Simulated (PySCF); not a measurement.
## Electron correlation in Ga⁺ (gallium, charge +1)

[Ar] 3d10 4s2, closed-shell 1S. Computed with PySCF 2.14 in def2-SVP (5s4p3d, 32 functions), with the non-relativistic Hamiltonian (point nucleus). Frozen: [Ar] 3d10; 2 electrons correlated.

Total MP2 correlation energy: -24.49 mhartree.

Same-spin part 0.00 and opposite-spin part -24.49 mhartree; SCS-MP2 scales them by 1/3 and 6/5 to -29.39 mhartree.

With two correlated electrons CCSD is exact within the correlated space (frozen core and kept virtual orbitals).

```tsv
level	correlation energy (mhartree)
CCSD	-36.46
```

Diagnostics: T1 = 0.0069, D1 = 0.0098, largest double amplitude 0.103.

Cost of the coupled-cluster step: 0.07 s of wall time on 1 thread of Intel(R) Xeon(R) Platinum 8375C CPU @ 2.90GHz (shared host), for 2 correlated electrons.
